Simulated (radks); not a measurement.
Values are calculated unless marked as measured or tabulated.
Species: As3+. Configuration: [Ar] 3d10 4s2. Code: a radial shooting solver on a logarithmic mesh with Libxc functionals. Model: scalar-relativistic Kohn-Sham, LDA (Slater exchange, VWN5 correlation), spin-unpolarised, spherical densities, finite nucleus; Fermi nuclear charge, rms radius 4.0968 fm.

X-ray form factor f0, the Fourier transform of the density (f0(0) = 30):

sin(theta)/lambda (1/angstrom)  f0 (electrons)
0.05                                    29.703
0.1                                     28.864
0.15                                    27.612
0.2                                     26.109
0.25                                    24.494
0.3                                     22.864
0.4                                     19.751
0.5                                     16.942
0.6                                     14.487
0.8                                     10.745
1                                        8.422
1.25                                     6.824
1.5                                      5.912
2                                        4.599
